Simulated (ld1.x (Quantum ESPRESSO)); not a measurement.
**rhodium (Rh), ultrasoft: configuration errors across variants**

ld1.x (Quantum ESPRESSO) 7.5 input, shortened:

```
&input
   title='Rh', zed=45., rel=1, dft='PBESOL', iswitch=3,
   config='[Kr] 4d8 5s1 5p0'
 /
 &inputp
   pseudotype=3, tm=.true., lloc=-2, rcloc=2.15,
   nlcc=.false.,
   which_augfun='PSQ', rmatch_augfun_nc=.true.
 /
6
5S  1  0   1.00   0.00  2.60  3.10  0.0
5S  1  0   0.00   0.30  2.60  3.10  0.0
5P  2  1   0.00   0.00  3.15  3.45  0.0
5P  2  1   0.00   1.15  3.15  3.45  0.0
4D  3  2   8.00   0.00  1.10  1.35  0.0
4D  3  2   0.00   0.15  1.10  1.35  0.0
 &test
   configts(1)='4d8 5s1 5p0'
 /
```

All-electron excitation energies from the reference (eV): (1) 4d8 5s0 5p0 7.462; (2) 4d7 5s0 5p0 26.971; (3) 4d6 5s0 5p0 59.464; (4) 4d8 5s0.5 5p0 2.928; (5) 4d7 5s1 5p0 11.142; (6) 4d8 5s0 5p1 3.665; (7) 4d7 5s2 5p0 2.452.

1 further variants failed, have other tests or too few solved ones, and are left out.

A true bound ghost makes a file unfit for plane-wave use even where its test errors are small: the radial tests pick states by their node count and pass the ghost by.

Errors AE − PS in meV (a dash: test not solved or not reliable):

| change | (1) | (2) | (3) | (4) | (5) | (6) | (7) | bound ghosts |
| --- | --- | --- | --- | --- | --- | --- | --- | --- |
| base | -4.9 | +12 | -82 | -1.7 | -36 | -1.0 | -61 | none |
| all radii scaled by about 0.74 (s 2.30, p 2.56, d 1.00 bohr, rcut 1.94/2.34/0.82); local potential all-electron potential smoothed inside 1.60 bohr (lloc = -2) | +10.0 | -9.8 | -172 | +2.1 | -22 | +3.7 | -11 | s |
| all radii scaled by about 0.86 (s 2.66, p 2.96, d 1.16 bohr, rcut 2.22/2.70/0.94); local potential all-electron potential smoothed inside 1.84 bohr (lloc = -2) | +7.6 | -0.5 | -138 | +0.7 | -26 | +2.8 | -22 | none |
| all radii scaled by about 0.95 (s 2.94, p 3.28, d 1.28 bohr, rcut 2.46/2.98/1.04); local potential all-electron potential smoothed inside 2.04 bohr (lloc = -2) | -0.3 | +6.6 | -105 | -0.8 | -34 | +0.3 | -48 | none |
| all radii scaled by about 1.09 (s 3.38, p 3.76, d 1.48 bohr, rcut 2.84/3.44/1.20); local potential all-electron potential smoothed inside 2.34 bohr (lloc = -2) | -9.7 | +15 | -67 | -2.6 | -40 | -1.9 | -73 | none |
| all radii scaled by about 1.26 (s 3.90, p 4.34, d 1.70 bohr, rcut 3.26/3.96/1.38); local potential all-electron potential smoothed inside 2.70 bohr (lloc = -2) | – | – | – | – | – | – | – | none |

Give the same row for: all radii scaled by about 1.18 (s 3.66, p 4.06, d 1.60 bohr, rcut 3.06/3.72/1.30); local potential all-electron potential smoothed inside 2.54 bohr (lloc = -2).

-15, +7.1, -22, -3.6, -27, -2.4, -60; bound ghosts: none.
